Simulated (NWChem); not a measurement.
CH2NO, doublet; SMILES N[C]=O

Program: NWChem. Pople sets run with spherical d functions. Spin-unrestricted. In the optimisation the excess spin sits in a' (Cs, its own frame). No stability test was run on the SCF state. B3LYP is NWChem's, with the RPA form of VWN correlation. Each level has its own optimisation; frequencies are unscaled. One conformer.

```
level          r C–N (Å)  r C–O (Å)  highest harmonic frequency (cm⁻¹)  lowest (cm⁻¹)  zero-point energy (kcal/mol)  dipole (D)
-------------  ---------  ---------  ---------------------------------  -------------  ----------------------------  ----------
UHF/3-21G          1.336      1.195                               3880            578                          22.5        4.09
BLYP/def2-SVP      1.350      1.209                               3580            300                          19.9        3.54
B3LYP/6-31G*       1.346      1.203                               3705            211                          20.6        3.62
```
